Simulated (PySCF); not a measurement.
Compound: C4H5F3N2Si.
Atom-mapped SMILES: `[F:1][C:2]([F:3])([F:4])[c:5]1[cH:6][n:7][cH:8][n:9]1[SiH3:10]` (hydrogens: H11 on C6; H12 on C8; H13, H14, H15 on Si10)

Torsions of this conformer, `[F:1][C:2]([F:3])([F:4])[c:5]1[cH:6][n:7][cH:8][n:9]1[SiH3:10]`: F1–C2–C5–C6 136°.

The closed-shell ground state was solved at several levels (PySCF, density fitting, gas phase, non-relativistic). Isolated species at its PBE0-D3(BJ)/def2-SVP geometry, gas phase.

```json
{"level": "CAM-B3LYP/def2-SVPD", "basis functions": "253", "total energy (Eh)": "-853.3122", "HOMO (eV)": "-8.76", "LUMO (eV)": "0.51", "gap (eV)": "9.27", "dipole (D)": "2.94"}
{"level": "KT3/pcSseg-1", "basis functions": "202", "total energy (Eh)": "-863.8654", "HOMO (eV)": "-6.29", "LUMO (eV)": "-1.37", "gap (eV)": "4.92", "dipole (D)": "2.75"}
```

Estimate the row for PBE0/pcSseg-1, a basis of 202 functions; the other rows only guide the guess.

Total energy -853.2108 Eh, HOMO -7.44 eV, LUMO -0.52 eV, gap 6.92 eV, dipole 2.90 D.

Over all these levels, which gives the widest orbital gap and which the narrowest?

CAM-B3LYP/def2-SVPD (range-separated hybrid) has the widest, 9.27 eV, and KT3/pcSseg-1 (GGA) the narrowest, 4.92 eV. Functional and basis both differ between the two, so the spread mixes both effects.

How far do the dipole and the HOMO energy spread over the levels?

The dipole runs from 2.75 to 2.94 D (mean 2.87 D) and the HOMO from -8.76 to -6.29 eV.
